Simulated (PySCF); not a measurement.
## Correlation energy of C (carbon, neutral)

[He] 2s1 2p2 3s1, high-spin 5P determinant (an excited configuration). All numbers are calculated (PySCF 2.14, the non-relativistic Hamiltonian (point nucleus), in dyall-acv3z). Frozen: nothing; 6 electrons correlated; the 5 highest virtual orbitals of each spin left out.

| level | correlation energy (mhartree) |
| --- | --- |
| CCSD | -70.55 |
| (T) | -0.28 |
| CCSD(T) | -70.83 |

Diagnostics: T1 = 0.0060, D1 = 0.0190, largest double amplitude 0.030.

The outer electron is Rydberg-like, and this basis confines it to a smaller radius and binds it less than a complete one would.

Cost of the coupled-cluster step: roughly 19 core-seconds, for 6 correlated electrons.
